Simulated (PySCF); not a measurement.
Computed with PBE0-D4/def2-TZVP run with PySCF 2.14.0. Gas-phase values, no solvent. One relaxed conformer stands for a flexible species; it need not be the lowest. Excitations are Tamm–Dancoff values on a coarser integration grid. The basis has no diffuse functions, so Rydberg states are missing or too high.

Reference species (SMILES): `CN(C)[SiH2]Cl` (C–N–Si–Cl torsion 79°) (neutral, multiplicity 1).

* **S1 oscillator strength**: 0.005
* **S1 excitation (TDA)**: 6.24 eV
* **HOMO**: -6.88 eV

Changed species: `C([SiH2]Cl)=C` (C–C–Si–Cl torsion 119°) (X = vinyl; the reference has X = dimethylamino).

**Question.** Predict the effect on the S1 oscillator strength, S1 excitation (TDA) and HOMO.

**Answer.** the S1 oscillator strength stays essentially unchanged; the S1 excitation (TDA) goes up by 0.11 eV, to 6.35 eV; the HOMO decreases by 1.49 eV, to -8.37 eV.
